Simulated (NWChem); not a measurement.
# Atomisation of CuI

```
Cu
I 1 2.3782
```
Charge 0, spin multiplicity 1.

Everything below was run with NWChem. Structure: optimised with PBE0/def2-SVP with def2 effective core potentials on I, a minimum by its harmonic frequencies.

Basis set: def2-TZVP. The atomisation energy is electronic alone: no zero-point, thermal, spin-orbit or counterpoise terms. No value is extrapolated to the basis-set limit. Free atoms are single determinants with multiplicities Cu 2, I 2. Correlated methods freeze the same cores in atoms and molecule, 13 orbitals in all.

Relative cost: rough, from shared machines, SCF included, HF = 1. Costs are the molecule's.

Effective core potentials replace the inner electrons of I; spin-orbit coupling is left out. GW and range-separated runs recompute their integrals, the others keep them in memory, which bears on the times. The structure started from a generated list of species. The stability of the SCF solutions was not checked. Open-shell Hartree-Fock references start from PBE0 orbitals; any time given for them includes that run.

| method | atomisation energy (kcal/mol) | relative cost |
|---|---|---|
| PBE0 | ? | under 3 |
| M06-2X | 62.0 | under 3 |
| PBE | ? | under 3 |
| MP2 | 131.9 | under 3 |
| LC-wPBE (omega 0.3 per bohr) | 124.6 | 20 |
| HF | 53.3 | 1 |

**Question.** Fill in the missing entries.

**Answer.** 
- PBE0, atomisation energy (kcal/mol): 112.0
- PBE, atomisation energy (kcal/mol): 69.5
